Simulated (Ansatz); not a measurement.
Basis sets compared for the cluster Li₂I₂⁻. Total charge -1; doublet. Geometry r2SCAN-D4/def2-TZVPD. Ansatz on 4 threads of Arm Neoverse V1 on a shared host; times are rough, and most runs start from earlier orbitals.

```csv
atom,x (Å),y (Å),z (Å)
Li1,-2.8977,-0.0229,-1.1898
Li2,0.8824,-0.0449,0.4747
I3,2.3947,-0.6247,2.4003
I4,-0.3794,0.6924,-1.6852
```

In the def2 sets I takes a core potential; there is no spin–orbit coupling. At PBE-D4/def2-SVPD, PBE-D4/def2-TZVPD the highest occupied level of the charge -1 doublet lies above zero (up to 0.32 eV). By energy differences its removal costs 1.67 eV (vertical, to the charge 0 singlet, at PBE-D4/def2-TZVPD); a positive level beside a positive removal energy at the same level points to self-interaction error. The structure comes from a short search, and lower isomers may exist.

| level | functions | energy (Eh) | HOMO (eV) | LUMO (eV) | wall time |
| --- | --- | --- | --- | --- | --- |
| PBE-D4/def2-SVPD | 94 | -610.5876 | 0.32 | 1.47 | 1.5 s |
| PBE0-D4/def2-SVPD | 94 | -610.6552 | -0.22 | 1.96 | 3.5 s |

Problem. Estimate the rows for PBE-D4/def2-TZVPD, PBE0-D4/def2-TZVPD.

Solution. 
```csv
level,functions,energy (Eh),HOMO (eV),LUMO (eV),wall time
PBE-D4/def2-TZVPD,152,-610.6127,0.32,1.52,2.1 s
PBE0-D4/def2-TZVPD,152,-610.6785,-0.23,2.02,3.3 s
```
